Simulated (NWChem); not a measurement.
System: CH₆Hf; SMILES [CH3][HfH3]

Results from NWChem. Medium grid unless said otherwise, to which SCAN and Minnesota functionals are sensitive. Geometry: optimised at PBE0/def2-SVP. def2 effective core potentials on Hf; no spin-orbit coupling. Hybrids' shares of exact exchange are those that their runs print; pure functionals count as 0. The functionals differ in more than this share.

```
row                 share of exact exchange  highest occupied level (eV)
------------------  -----------------------  ---------------------------
PBE/def2-SVP                           0.00                        -6.73
SCAN/def2-SVP                          0.00                        -7.05
TPSSh/def2-SVP                         0.10                        -7.38
B3LYP/def2-SVP                         0.20                     withheld
PW6B95/def2-SVP                        0.28                        -8.12
BHandHLYP/def2-SVP                     0.50                        -9.27
```

### Question
Fit a straight line of the last column on the one before it, predict the withheld value, and compare with the run.

### Answer

1. Means of the 5 shown rows: x = 0.176, y = -7.710. Slope Σ(x − x̄)(y − ȳ)/Σ(x − x̄)² = -0.8618/0.1835 = -4.696; intercept -6.884.
2. The shown rows scatter about the line by 0.109 (root mean square); the largest residual is -0.17, at SCAN/def2-SVP.
3. At x = 0.20 (B3LYP/def2-SVP; inside the shown range) the line gives -7.82.
4. The run gives -7.82, 0.00 from the line, 0.0 times the scatter.
